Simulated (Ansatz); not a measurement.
C₆H₉BrSn⁻, that is Sn(vinyl)3Br with one electron more. Total charge -1; doublet. Geometry PBE-D4/def2-SVP, that of the neutral singlet; atoms count from 1.

```csv
atom,x (Å),y (Å),z (Å)
Sn1,0.057,0.035,-0.055
C2,0.929,-1.573,-1.195
C3,0.533,-2.850,-1.059
H4,1.731,-1.316,-1.912
H5,-0.265,-3.142,-0.353
H6,0.990,-3.665,-1.650
C7,-1.000,1.475,-1.262
C8,-2.328,1.662,-1.163
H9,-0.409,2.071,-1.982
H10,-2.948,1.085,-0.455
H11,-2.856,2.406,-1.788
C12,1.421,0.932,1.353
C13,1.245,0.846,2.683
H14,2.291,1.479,0.945
H15,0.387,0.309,3.124
H16,1.953,1.312,3.392
Br17,-1.731,-1.067,1.378
```

In the def2 sets Sn takes a core potential; there is no spin–orbit coupling. The highest occupied level of the charge -1 doublet lies above zero (up to 1.67 eV). By energy differences it is unbound by 0.49 eV (vertical, against the charge 0 singlet, at PBE0-D4/def2-TZVPD) and held by the finite basis.

Question: Estimate the Mulliken populations from the PBE0/def2-TZVPD orbitals of Ansatz.

Answer: 
| atom | charge (e) | spin (α − β) |
| --- | --- | --- |
| Sn1 | 0.19 | 0.98 |
| C2 | -0.29 | -0.04 |
| C3 | -0.66 | 0.22 |
| H4 | 0.18 | 0.00 |
| H5 | 0.21 | 0.03 |
| H6 | 0.20 | -0.05 |
| C7 | -0.32 | 0.04 |
| C8 | -0.62 | 0.08 |
| H9 | 0.23 | -0.04 |
| H10 | 0.21 | 0.03 |
| H11 | 0.20 | -0.05 |
| C12 | -0.28 | -0.06 |
| C13 | -0.61 | 0.13 |
| H14 | 0.17 | 0.01 |
| H15 | 0.20 | 0.04 |
| H16 | 0.20 | -0.05 |
| Br17 | -0.23 | -0.27 |
Mulliken values depend strongly on the basis. With diffuse functions, as here, like atoms can get unlike values, and bond orders can come out too low or too high.

Question: Where does the spin sit?

Answer: Summed by element: Sn 0.98, C 0.37, H -0.08, Br -0.27, of 1 unpaired in all. Largest on single atoms: Sn1 0.98, Br17 -0.27, C3 0.22.

Question: And the Mayer bond orders between heavy atoms (over 0.3)?

Answer: Sn1–C2 0.94 (2.16 Å); Sn1–C7 0.83 (2.16 Å); Sn1–C12 0.87 (2.16 Å); C2–C3 1.86 (1.34 Å); C7–C8 1.96 (1.34 Å); C12–C13 1.91 (1.34 Å).
